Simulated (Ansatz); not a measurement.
`[OH][Ta]([OH])([OH])([Cl])[Cl]`, relaxed with RKS PBE0-D4/def2-TZVP in Ansatz from a PBE-D4/def2-SVP geometry. The force threshold is 0.005 eV/Å; the program also tests the step.

Total charge 0; spin multiplicity 1. Ta: def2 effective core potential.

Start:

```xyz
9

O    -1.717   -0.064   -0.573
Ta    0.169   -0.073   -0.222
O     0.079   -1.812    0.480
O     0.941    0.568    1.415
Cl    0.090    2.264   -0.842
Cl    1.598   -0.581   -1.987
H    -2.146    0.776   -0.824
H    -0.041   -2.611    1.015
H     1.027    1.533    1.539
```

How much energy does the relaxation release, and in how many steps? (An estimate is asked.)

The calculation gave: 4.93 kJ/mol, in 10 steps.

Which bonds change most? (Best estimate.)

Ansatz gave: Ta2–O4 from 1.920 to 1.895 Å; Ta2–O3 from 1.878 to 1.854 Å; O1–Ta2 from 1.918 to 1.895 Å; Ta2–Cl6 from 2.327 to 2.310 Å.

Give the relaxed structure. (Estimate.)

Computed: 
```xyz
9

O    -1.715   -0.035   -0.509
Ta    0.153   -0.062   -0.187
O     0.071   -1.784    0.496
O     0.889    0.605    1.427
Cl    0.142    2.226   -0.928
Cl    1.575   -0.618   -1.920
H    -2.145    0.774   -0.799
H     0.017   -2.658    0.874
H     1.013    1.551    1.546
```
